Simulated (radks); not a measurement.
Polarisability of the calcium ion Ca+, [Ar] 4s1, at imaginary frequency. All-electron calculation, non-relativistic Kohn-Sham, LB94 model potential, spin-polarised, spherical densities, point nucleus; open shells are filled with parallel spins first. Program: a radial shooting solver on a logarithmic mesh with Libxc functionals. Response by self-consistent Sternheimer equations with the Hartree and adiabatic LDA kernel.

| w (hartree) | alpha1(iw) (bohr^3) | alpha2(iw) (bohr^5) |
|---|---|---|
| 0.00266 | 59.51 | 242.6 |
| 0.0143 | 58.86 | 247.8 |
| 0.0360 | 55.47 | 269.1 |
| 0.0697 | 46.85 | 296.1 |
| 0.118 | 33.93 | 292.8 |
| 0.186 | 21.63 | 247.5 |
| 0.280 | 13.12 | 179.1 |
| 0.413 | 8.123 | 113.8 |
| 0.605 | 5.258 | 65.94 |
| 0.892 | 3.462 | 35.96 |
| 1.35 | 2.158 | 18.65 |
| 2.12 | 1.171 | 8.931 |
| 3.59 | 0.5171 | 3.631 |
| 6.94 | 0.1744 | 1.083 |
| 17.5 | 0.03813 | 0.1803 |

Static values: alpha1 = 59.53 bohr^3 (8.822 angstrom^3; uncoupled 74.79), alpha2 = 242.4 bohr^5, alpha3 = 7025 bohr^7. C6 = 384.2, C8 = 13720, triple-dipole C9 = 16290 atomic units. One-pole (London) frequency 4 C6 / (3 alpha1^2) = 0.145 hartree, against 0.468 for minus the highest occupied eigenvalue.
